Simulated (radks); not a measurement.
Problem. Species: the oxygen ion O3+. Configuration: [He] 2s2 2p1. All-electron calculation, scalar-relativistic Kohn-Sham, XLYP, spin-polarised, spherical densities, finite nucleus; open shells are filled with parallel spins first; Fermi nuclear charge, rms radius 2.6991 fm. Program: a radial shooting solver on a logarithmic mesh with Libxc functionals. Some entries of the table are withheld. Estimate them.

| orbital | occ. | eigenvalue (Ry) | <r> (bohr) | r(max) (bohr) |
|---|---|---|---|---|
| 1s up | 1 | -43.24513 | (1) | 0.1290 |
| 1s down | 1 | -43.16855 | (2) | 0.1289 |
| 2s up | 1 | -5.93375 | (3) | (4) |
| 2s down | 1 | -5.71976 | (5) | (6) |
| 2p up | 1 | -4.88280 | 0.9115 | 0.6960 |

Solution. 
(1) 1s up <r> (bohr): 0.1992
(2) 1s down <r> (bohr): 0.1988
(3) 2s up <r> (bohr): 0.9724
(4) 2s up r(max) (bohr): 0.8022
(5) 2s down <r> (bohr): 0.9847
(6) 2s down r(max) (bohr): 0.8077
